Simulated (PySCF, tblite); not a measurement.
Isomers of C2H9PSSi2, one GFN2-xTB conformer each. Single-point energies are computed at PBE0/pcSseg-1 (PySCF, gas phase, no added dispersion term), electronic only.

```csv
SMILES,GFN2-xTB relative energy (kJ/mol)
[SiH3]/C=C\S[SiH2]P,108.0
P[SiH2][Si@H]1CCS1,88.1
C1CS[SiH2]P[SiH2]1,0.0
```

Conformers: `[SiH3:1]/[CH:2]=[CH:3]\[S:4][SiH2:5][PH2:6]` with C2–C3–S4–Si5 -171°, C3–S4–Si5–P6 -21°, S4–Si5–P6–H -160° and -67°; `[PH2:1][SiH2:2][Si@H:3]1[CH2:4][CH2:5][S:6]1` with H–P1–Si2–Si3 78° and 171°, P1–Si2–Si3–C4 112°; `[CH2:1]1[CH2:2][S:3][SiH2:4][PH:5][SiH2:6]1` with Si6–C1–C2–S3 78°, C1–C2–S3–Si4 -75°, C2–S3–Si4–P5 57°, S3–Si4–P5–Si6 -41°.

What does PBE0/pcSseg-1 give for the same structures?

| SMILES | PBE0/pcSseg-1 E (Eh) | PBE0/pcSseg-1 (kJ/mol) | GFN2-xTB (kJ/mol) | point group |
| --- | --- | --- | --- | --- |
| C1CS[SiH2]P[SiH2]1 | -1399.52875 | 0.0 | 0.0 | C1 |
| P[SiH2][Si@H]1CCS1 | -1399.49132 | 98.3 | 88.1 | C1 |
| [SiH3]/C=C\S[SiH2]P | -1399.46467 | 168.2 | 108.0 | C1 |

Both levels put the same isomer lowest; measured from each level's own lowest isomer, the values differ by up to 60.2 kJ/mol ([SiH3]/C=C\S[SiH2]P: 108.0 against 168.2). As drawn, the highest has a C=C bond outside aromatic rings, which the lowest lacks.

Which frontier levels, dipoles and rotational constants go with these structures?

```json
{"SMILES": "C1CS[SiH2]P[SiH2]1", "HOMO (eV, PBE0/pcSseg-1)": "-6.73", "LUMO (eV)": "-0.16", "dipole (D)": "1.67", "A, B, C (MHz)": "1848, 1479, 894.8"}
{"SMILES": "P[SiH2][Si@H]1CCS1", "HOMO (eV, PBE0/pcSseg-1)": "-6.60", "LUMO (eV)": "-1.03", "dipole (D)": "1.31", "A, B, C (MHz)": "3762, 664.1, 625.7"}
{"SMILES": "[SiH3]/C=C\\S[SiH2]P", "HOMO (eV, PBE0/pcSseg-1)": "-6.69", "LUMO (eV)": "-0.58", "dipole (D)": "2.20", "A, B, C (MHz)": "3555, 629.4, 546.8"}
```

What happens when harmonic zero-point energies from GFN2-xTB frequencies are added?

```
             SMILES  ZPE (kJ/mol)  electronic (kJ/mol)  with ZPE (kJ/mol)
 C1CS[SiH2]P[SiH2]1         261.8                  0.0                0.0
 P[SiH2][Si@H]1CCS1         258.9                 98.3               95.4
[SiH3]/C=C\S[SiH2]P         238.8                168.2              145.3
```

The zero-point energies span 23.0 kJ/mol. The order is unchanged.
